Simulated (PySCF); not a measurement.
## Electron correlation in Ne²⁺ (neon, charge +2)

[He] 2s1 2p5, high-spin 3P determinant (an excited configuration). Calculation: PySCF 2.14, in x2c-TZVPPall; scalar relativity by spin-free X2C-1e. Frozen: nothing; 8 electrons correlated.

MP2 pair energies summed by pair of shells (mhartree):

| pair | energy | share (%) |
| --- | --- | --- |
| 2p-2p | -154.80 | 78.9 |
| 2s-2p | -21.36 | 10.9 |
| 1s-1s | -12.70 | 6.5 |
| 1s-2p | -6.11 | 3.1 |
| 1s-2s | -1.23 | 0.6 |

Total MP2 correlation energy: -196.20 mhartree.

Same-spin part -40.86 and opposite-spin part -155.34 mhartree; SCS-MP2 scales them by 1/3 and 6/5 to -200.03 mhartree.

This basis was not built for core-valence correlation, so the inner-shell part is incomplete.
